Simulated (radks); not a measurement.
Values are calculated unless marked as measured or tabulated.
Ionisation of the mercury ion Hg2+, [Xe] 4f14 5d10, to [Xe] 4f14 5d9 as the strength of local exchange is varied. Code: a radial shooting solver on a logarithmic mesh with Libxc functionals. Model: scalar-relativistic Kohn-Sham, Slater X-alpha exchange (alpha = 2/3 is LDA exchange), no correlation, spin-polarised, spherical densities, point nucleus.

| alpha | E(Hg2+) (hartree) | exchange (hartree) | IE (eV) | -e of the level emptied (eV) | <r> of it (bohr) |
|---|---|---|---|---|---|
| 0.667 | -19602.7393 | -350.8791 | 34.039 | 27.537 (5d) | 1.451 |
| 0.718 | -19629.7434 | -378.2545 | 35.067 | 28.508 (5d) | 1.438 |
| 0.763 | -19653.6030 | -402.4736 | 35.990 | 29.381 (5d) | 1.426 |
| 0.766 | -19655.1947 | -404.0904 | 36.052 | 29.440 (5d) | 1.426 |
| 0.834 | -19691.3100 | -440.8085 | 37.474 | 30.791 (5d) | 1.409 |
| 0.891 | -19721.6365 | -471.6928 | 38.692 | 31.950 (5d) | 1.395 |
| 0.907 | -19730.1580 | -480.3795 | 39.038 | 32.279 (5d) | 1.392 |
| 1.027 | -19794.1915 | -545.7714 | 41.689 | 34.813 (5d) | 1.364 |

NIST Atomic Spectra Database: 34.49 eV (measured). The Delta-SCF value meets it near alpha = 0.69. Open shells are spherical and high-spin; term and fine-structure splittings are not resolved. Spin-orbit splitting is averaged out at the scalar-relativistic level.
